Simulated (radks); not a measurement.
Q: These are the eigenvalues of the occupied orbitals of an atom or ion with whole-number occupations (hartree). All-electron calculation, Dirac Kohn-Sham, LDA (Slater exchange, Perdew-Wang correlation), spin-unpolarised, spherical densities, point nucleus. Program: a radial shooting solver on a logarithmic mesh with Libxc functionals.

orbital  eigenvalue
1s1/2     -375.4387
2s1/2     -46.59555
2p1/2     -41.33124
2p3/2     -40.31711
3s1/2      -5.72405
3p1/2      -4.02238
3p3/2      -3.88865
3d3/2      -1.03014
3d5/2      -1.01309
4s1/2      -0.61195

Which element is it, and in what charge state? The configuration may be excited. Open shells, if any, fill j = l - 1/2 first.

A: Z = 31, gallium, charge +1: Ga+ in [Ar] 3d10 4s2. The list shows which subshells hold electrons but not how many an open one holds; the 1s level, -375.44 hartree, gives Z - s = 27.4 by -(Z - s)^2/2, which with screening and relativity narrows Z to a few neighbours, and the depths of the outer levels then fix element, charge and occupations together.
